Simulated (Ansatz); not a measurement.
`[CH3][In]([NH2])[O][SiH3]` and `[CH3][InH][O][SiH3]` differ in one atom or group.

Ansatz, PBE0-D4/def2-TZVP geometries, multiplicity 1. Each molecule was computed in one conformer, which needn't be the lowest.

Elements past krypton have def2 core potentials.

```json
{"property": "LUMO energy (PBE0/def2-TZVPP) / eV", "`[CH3][In]([NH2])[O][SiH3]`": "-0.89"}
{"property": "LUMO energy (ωB97M-V/def2-TZVPP) / eV", "`[CH3][In]([NH2])[O][SiH3]`": "0.61"}
{"property": "HOMO–LUMO gap (PBE/def2-TZVPP) / eV", "`[CH3][In]([NH2])[O][SiH3]`": "4.18"}
{"property": "HOMO–LUMO gap (ωB97M-V/def2-TZVPP) / eV", "`[CH3][In]([NH2])[O][SiH3]`": "10.24"}
{"property": "HOMO–LUMO gap (PBE0/def2-TZVPP) / eV", "`[CH3][In]([NH2])[O][SiH3]`": "6.37"}
{"property": "HOMO–LUMO gap (B3LYP/def2-TZVPP) / eV", "`[CH3][In]([NH2])[O][SiH3]`": "5.82"}
```

(1) What does the change do to each property? (Best estimate.)

Answers

(1) The calculation gave: 
| property | `[CH3][InH][O][SiH3]` | shift |
| --- | --- | --- |
| LUMO energy (PBE0/def2-TZVPP) / eV | -1.43 | -0.54 |
| LUMO energy (ωB97M-V/def2-TZVPP) / eV | -0.03 | -0.64 |
| HOMO–LUMO gap (PBE/def2-TZVPP) / eV | 4.25 | 0.07 |
| HOMO–LUMO gap (ωB97M-V/def2-TZVPP) / eV | 9.95 | -0.29 |
| HOMO–LUMO gap (PBE0/def2-TZVPP) / eV | 6.31 | -0.06 |
| HOMO–LUMO gap (B3LYP/def2-TZVPP) / eV | 5.80 | -0.02 |

With PBE0 the HOMO falls by 0.47 eV and the LUMO falls by 0.54 eV, so the gap narrows by about 0.07 eV. PBE moves the HOMO by -0.50 eV and ωB97M-V by -0.35 eV.

B3LYP here is the variant with VWN-RPA as its local correlation; programs differ in this.
